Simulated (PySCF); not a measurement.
Compound: 1,1-dimethoxypropane, C5H12O2.
Z-matrix (Å and degrees, PBE0-D3(BJ)/def2-SVP geometry), rows numbered from 1:
```
C 
C   1  1.5183
C   2  1.5170  1  113.33
O   3  1.3796  2  108.11  1   -62.52
C   4  1.3997  3  114.52  2   173.15
O   3  1.4047  2  111.78  1   177.84
C   6  1.3930  3  115.29  2   -87.75
H   1  1.1000  2  111.36  3   178.75
H   1  1.1023  2  111.42  3   -61.19
H   1  1.0994  2  110.43  3    58.45
H   2  1.1019  1  111.06  3  -119.91
H   2  1.1023  1  110.63  3   121.61
H   3  1.1191  2  110.20  1    57.57
H   5  1.0983  4  107.50  3  -177.69
H   5  1.1025  4  111.67  3    62.59
H   5  1.1079  4  111.37  3   -58.80
H   7  1.1084  6  111.99  3   -55.82
H   7  1.0989  6  107.70  3  -174.97
H   7  1.1073  6  112.86  3    65.98
```

Computed, not measured: TDDFT B3LYP/def2-SVPD, vertical, gas phase, core orbitals frozen in the response (PySCF 2.14.0, density-fitted response routines).

Frontier orbitals with the atoms that hold most of them (Löwdin shares over 4%, at most four atoms; ? is withheld):

| orbital | ε (eV) | atoms |
| --- | --- | --- |
| LUMO+2 | 0.92 | C5 13%, C7 12%, H19 9%, O4 8% |
| LUMO+1 | 0.89 | C1 18%, H8 11%, C5 9%, H9 7% |
| LUMO | ? | ? |
| HOMO | -7.30 | O6 47%, O4 12%, C3 8%, C7 8% |
| HOMO-1 | -7.71 | ? |
| HOMO-2 | -8.86 | O4 40%, C3 10%, C5 9%, C2 7% |
| HOMO-3 | -9.11 | O6 43%, C7 15%, C3 8%, H18 7% |

**Question.** Which atoms hold the HOMO-1, and with what shares?

**Answer.** O4 (bonded to 2 C) 47%; O6 (bonded to 2 C) 14%; C5 (bonded to O and 3 H) 12%; H15 (bonded to C) 6%. By element: oxygen 61%, carbon 12% or more, hydrogen 6% or more.

**Question.** Give the leading atoms of the LUMO.

**Answer.** C7 (bonded to O and 3 H) 20%; C5 (bonded to O and 3 H) 9%; H17 (bonded to C) 9%; H13 (bonded to C) 7%. By element: carbon 28% or more, hydrogen 16% or more.

**Question.** What is the LUMO energy, and the HOMO–LUMO gap?

**Answer.** ε(LUMO) = 0.43 eV; the gap is 7.73 eV (0.2841 hartree).

**Question.** How does S1 compare with the orbital gap of 7.73 eV?

**Answer.** S1 is at 6.82 eV (f = 0.019), 0.91 eV below the gap, made of HOMO→LUMO (96%). Without the coupling terms of the response equations the lowest excitation would equal the gap.

**Question.** Give energy, strength and leading configuration of S1, S2 and S3, and follow the Löwdin shares of the leading atoms from the occupied to the empty orbital.

**Answer.** 
- S1 (6.82 eV, f 0.019), HOMO→LUMO (96%): O6 47% → at most 8%, O4 12% → at most 8%, C7 8% → 20%, C5 at most 8% → 9%
- S2 (7.26 eV, f 0.015), HOMO-1→LUMO (74%): O4 47% → at most 8%, O6 14% → at most 8%, C7 at most 7% → 20%, C5 12% → 9%
- S3 (7.40 eV, f 0.0026), HOMO→LUMO+1 (96%): O6 47% → at most 8%, O4 12% → at most 8%, C1 at most 8% → 18%, H8 at most 8% → 11%

Hardware: x86-64 server, one thread, shared host. Cost: 54 s of wall time.

One conformer stands for the species.
